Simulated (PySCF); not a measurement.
C3H6BNO2, SMILES C/N=C1\COB1O.

Coordinates come from a PBE-D3(BJ)/def2-SVP optimisation. The structure was generated by enumeration; whether it is a known compound was not checked. One conformer was computed; it need not be the lowest.

Vertical ionisation energy (IE) and electron affinity (EA) in eV. Rows of orbital energies are one-electron estimates. Where ΔSCF, EOM or ADC give a negative EA the extra electron is unbound and the value depends on the basis.

```
level                                                IE          EA
-------------------------------------------  ----------  ----------
−ε(HOMO), −ε(LUMO), B3LYP/def2-TZVP (PySCF)        6.89        1.47
−ε(HOMO), −ε(LUMO), PBE/def2-TZVP (PySCF)    (withheld)  (withheld)
```

Question: Fill in the missing entries. (An estimate is asked for; the answer gives what the named calculation found.)

Answer: 
- −ε(HOMO), −ε(LUMO), PBE/def2-TZVP (PySCF), IE: 5.66
- −ε(HOMO), −ε(LUMO), PBE/def2-TZVP (PySCF), EA: 2.23
